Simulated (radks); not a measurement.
Spherical quantum dot in the effective-mass picture: electrons in a parabolic well V = omega^2 r^2 / 2 with omega = 0.585, with a point charge +1 (a donor) at the centre, all in effective atomic units (hartree* = m*/eps^2 hartree, bohr* = eps/m* bohr), one dielectric constant everywhere. Calculated with a radial shooting solver with Libxc functionals: non-relativistic Kohn-Sham, PBE, spin-polarised, spherical densities. Levels are named by radial order and angular momentum (1s, 1p, 1d, 2s, ...), and open shells are averaged over m.

N = 11, configuration 1s2 1p6 1d(up 1, down 0) 2s2. This is the lowest configuration that the search found. Occupied and some empty levels:

| level | occupation | eigenvalue (hartree*) | <r> (bohr*) |
|---|---|---|---|
| 1s up | 1 | 4.3538 | 1.731 |
| 1s down | 1 | 4.3613 | 1.708 |
| 1p up | 3 | 4.7541 | 2.520 |
| 1p down | 3 | 4.7710 | 2.509 |
| 2s up | 1 | 5.0343 | 2.390 |
| 2s down | 1 | 5.0477 | 2.405 |
| 1d up | 1 | 5.1135 | 2.892 |
| 1d down | 0 | 5.1334 | 2.890 |
| 1f up | 0 | 5.5059 | 3.183 |
| 1f down | 0 | 5.5265 | 3.186 |
| 2p up | 0 | 5.6109 | 2.826 |
| 2p down | 0 | 5.6220 | 2.833 |
| 1g up | 0 | 5.9285 | 3.437 |
| 1g down | 0 | 5.9483 | 3.444 |

Energy (hartree*): total 30.9500, kinetic 5.8838, external 6.1589, Hartree 22.658, exchange-correlation -3.7511.

Electron density:

| r (bohr*) | n(r) (e/bohr*^3) |
|---|---|
| 0.102 | 0.7602 |
| 0.360 | 0.4566 |
| 0.618 | 0.2819 |
| 0.875 | 0.1823 |
| 1.13 | 0.1270 |
| 1.39 | 0.09798 |
| 1.65 | 0.08356 |
| 1.91 | 0.07573 |
| 2.16 | 0.06933 |
| 2.42 | 0.06151 |
| 2.68 | 0.05139 |
| 2.94 | 0.03975 |
| 3.19 | 0.02817 |
| 3.45 | 0.01813 |
| 3.71 | 0.01060 |
| 3.97 | 0.005663 |
| 4.22 | 0.002763 |
| 4.48 | 0.001235 |
| 4.74 | 0.0005014 |
| 5.00 | 0.0001854 |
